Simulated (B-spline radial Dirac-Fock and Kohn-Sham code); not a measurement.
## Magnetic form factor of the 3d shell of W⁵⁰⁺

System: W⁵⁰⁺, configuration [Ar] 3d6.

The run's input, task.json:

```json
{"items": [{
  "Z": 74,
  "q": 50,
  "cfg": [[1, 0, 2], [2, 0, 2], [2, 1, 6], [3, 0, 2], [3, 1, 6], [3, 2, 6]],
  "A": 184,
  "rrms": 5.3658,
  "do": ["scatter"],
  "s": [0.0, 0.08, 0.1, 0.12, 0.14, 0.17, 0.21, 0.25, 0.31, 0.37, 0.45, 0.54, 0.66, 0.79, 0.96, 1.16, 1.4, 1.69, 2.04, 2.47, 2.99, 3.61, 4.36],
  "pz": [0, 0.1, 0.2, 0.3, 0.4, 0.5, 0.6, 0.8, 1.0, 1.2, 1.4, 1.6, 1.8, 2.0, 2.5, 3.0, 4.0, 5.0, 7.0, 10.0, 15.0, 20.0, 30.0, 40.0, 60.0, 100.0],
  "hv_scatter": [2000, 8047.8, 10000, 20000, 50000, 100000, 500000, 1000000]
}]}
```

Launch: `python xray_run.py task.json out`

The computed values come from a radial B-spline solver: configuration-average Dirac-Fock orbitals. ⟨j_K⟩ is the integral of the 3d radial density with the spherical Bessel function j_K(4πsr), s = sin θ/λ.

```csv
s (Å⁻¹),⟨j0⟩,⟨j2⟩,⟨j4⟩
0,1.0000,0.0000,0.0000
0.08,0.9984,0.0006,0.0000
0.1,0.9975,0.0010,0.0000
0.12,0.9964,0.0014,0.0000
0.14,0.9951,0.0020,0.0000
0.17,0.9928,0.0029,0.0000
0.21,0.9890,0.0044,0.0000
0.25,0.9845,0.0062,0.0000
0.31,0.9763,0.0094,0.0000
0.37,0.9663,0.0134,0.0001
0.45,0.9506,0.0195,0.0002
0.54,0.9297,0.0277,0.0003
0.66,0.8968,0.0403,0.0007
0.79,0.8556,0.0558,0.0014
0.96,0.7942,0.0783,0.0029
1.16,0.7143,0.1061,0.0058
1.4,0.6124,0.1391,0.0111
```

Radial moments of the shell: ⟨r²⟩ = 0.03394, ⟨r⁴⟩ = 0.001940, ⟨r⁶⟩ = 0.0001680 in powers of bohr.
